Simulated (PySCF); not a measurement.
Predicted microwave data (PBE0-D3(BJ)/def2-SVP geometry optimisation, gas phase in PySCF 2.14.0) for one isomer of C7H10N2:

```
Rotational constants : A = 4799, B = 971.0, C = 813.7 MHz
Dipole components    : |μa| = 0.23 D, |μb| = 0.21 D, |μc| = 0.44 D
Inertial defect      : -4.71 u·Å²
κ                    : -0.92
```

Question: Which candidate fits, each taken in the one conformer that was computed?
A. `[CH3:1][CH2:2][NH:3][c:4]1[cH:5][cH:6][cH:7][cH:8][n:9]1` with C1–C2–N3–C4 -78°, C2–N3–C4–C5 173°
B. `C(C(C)(C)C)(C#N)C#N` (tert-butylmalononitrile)
C. `[CH2:1]=[N:2][CH2:3][C:4](=[CH2:5])[C:6](=[CH2:7])[N:8]=[CH2:9]` with C1–N2–C3–C4 118°, N2–C3–C4–C5 -120°, C3–C4–C6–C7 -1°, C4–C6–N8–C9 132°
D. `[CH3:1]/[N:2]=[CH:3]\[C:4]([C:5]#[N:6])=[C:7]([CH3:8])[CH3:9]` with N2–C3–C4–C5 -38°
E. `c1nccc(c1)N(C)C`
F. `[CH3:1][NH:2][c:3]1[cH:4][cH:5][c:6]([NH2:7])[cH:8][cH:9]1` with C1–N2–C3–C4 -13°

Answer: F. It is CNc1ccc(N)cc1, a near-prolate asymmetric top, point group C1. The candidates at the same level (rigid rotor, commonest isotopes):

```
            SMILES  A (MHz)  B (MHz)  C (MHz)  μa (D)  μb (D)  μc (D)  Δ (u·Å²)  point group                        rotor
 C=NCC(=C)C(=C)N=C     3077     1010    864.8    0.83    0.12    0.95    -80.05           C1               asymmetric top
 CC(C)(C)C(C#N)C#N     1805     1655     1080    4.30    0.00    1.35   -117.52           Cs               asymmetric top
     CN(C)c1ccncc1     3616     1231    929.0    4.67    0.00    0.00     -6.41          C2v               asymmetric top
       CCNc1ccccn1     3935     1074    913.1    0.44    1.78    0.48    -45.40           C1               asymmetric top
     CNc1ccc(N)cc1     4799    971.0    813.7    0.23    0.21    0.44     -4.71           C1  near-prolate asymmetric top
C/N=C\C(C#N)=C(C)C     2254     1280    870.4    3.50    2.43    0.89    -38.41           C1               asymmetric top
```

`CN(C)c1ccncc1` has B 27 % too high; `CCNc1ccccn1` has A 18 % too low; `CC(C)(C)C(C#N)C#N` has B 70 % too high; `C/N=C\C(C#N)=C(C)C` has A 53 % too low; `C=NCC(=C)C(=C)N=C` has A 36 % too low. No structure here is proved a minimum.
